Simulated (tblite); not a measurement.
Species: C5H13FNS (charge +1).
Structure used (GFN2-xTB), in Å, numbered top down from 1:
```
atom  x, y, z in Å
C1    -0.2893   -1.6029   -0.9484
C2    -0.7269   -0.1784   -0.7041
C3    -1.8219   -0.0166    0.3532
N4    -1.6269    1.3180    0.8993
S5     0.5650    1.0053   -0.0551
C6     1.1462    0.2716    1.4884
C7     2.0129    0.4844   -1.1012
F8     3.0464    1.2639   -0.7265
H9     0.3884   -1.6864   -1.7931
H10   -1.1762   -2.1894   -1.1840
H11    0.1678   -2.0511   -0.0695
H12   -1.0283    0.2936   -1.6420
H13   -1.6761   -0.7491    1.1496
H14   -2.8110   -0.1854   -0.0867
H15   -2.0331    1.4303    1.8214
H16   -2.0222    2.0345    0.2994
H17    0.4546    0.5485    2.2755
H18    1.2292   -0.8064    1.4023
H19    2.1215    0.7061    1.6951
H20    2.2865   -0.5575   -0.9229
H21    1.7847    0.6840   -2.1511
```

Level: GFN2-xTB in tblite, geometry and Hessian alike; calculated harmonic values, unscaled, isolated species. Errors from tens to a few hundred cm⁻¹ against measured bands are possible. One conformer, not necessarily the lowest.

Harmonic wavenumbers (cm⁻¹): 64.8, 95.5, 141.0, 147.6, 161.8, 207.4, 224.7, 243.6, 260.3, 312.9, 345.6, 402.5, 433.6, 483.3, 602.9, 660.8, 725.4, 837.1, 894.2, 905.2, 924.1, 952.6, 979.8, 1011.3, 1026.2, 1081.5, 1103.2, 1124.6, 1159.1, 1165.5, 1208.1, 1211.0, 1227.5, 1274.6, 1303.9, 1333.6, 1384.8, 1399.3, 1412.3, 1421.2, 1468.3, 1472.3, 1484.0, 1533.1, 2934.0, 2962.3, 2964.5, 2974.6, 2993.4, 3033.3, 3041.4, 3047.4, 3056.2, 3062.4, 3085.1, 3407.7, 3426.3.

A = 2545, B = 1168, C = 975.6 MHz; mass 138.075 u (most abundant isotopes); point group C1, symmetry number 1.

Question: What is the zero-point energy?

Answer: Half the sum of the wavenumbers: 38900 cm⁻¹ = 111.22 kcal/mol.

Question: What is S at 273.15 K and 1 bar for an ideal gas of classical rigid rotors and harmonic oscillators?

Answer: Translation 40.27, rotation 28.83, vibration 28.16: S = 97.3 cal/(mol K).

Question: And Cp and H(273.15 K) − H(0)?

Answer: Cp = 38.82 cal/(mol K), of which vibrations give 30.87 (their classical limit is 57 R = 113.3); H(273.15 K) − H(0) = 6.46 kcal/mol without the zero-point energy, 4.29 from vibrations.

Question: What must be added to the electronic energy to get the Gibbs energy at 273.15 K and 1 bar?

Answer: ZPE + [H(273.15 K) − H(0)] − T·S = 111.22 + 6.46 − 26.57 = 91.11 kcal/mol.

Question: How do the functions run with temperature in this model?

Answer: 
```tsv
T (K)	S (cal/(mol K))	Cp (cal/(mol K))	H − H(0) (kcal/mol)	G − H(0) (kcal/mol)	ln q(vib)
50	57.6	12.6	0.47	-2.41	0.28
100	68.8	20.3	1.30	-5.58	1.33
298.15	100.8	41.5	7.47	-22.58	6.99
373.15	111.0	49.4	10.88	-30.53	9.14
500	127.1	61.3	17.92	-45.64	12.74
750	155.4	78.0	35.49	-81.05	19.57
1000	179.5	89.2	56.48	-122.98	25.92
```

q(vib) and H(0) count from the zero-point level.

Hindered rotation and anharmonicity are outside this model. Other conformers, if any are populated, would add a mixing term that is left out. The structure is chiral; the term R ln 2 for an equal mix with its mirror image is left out.
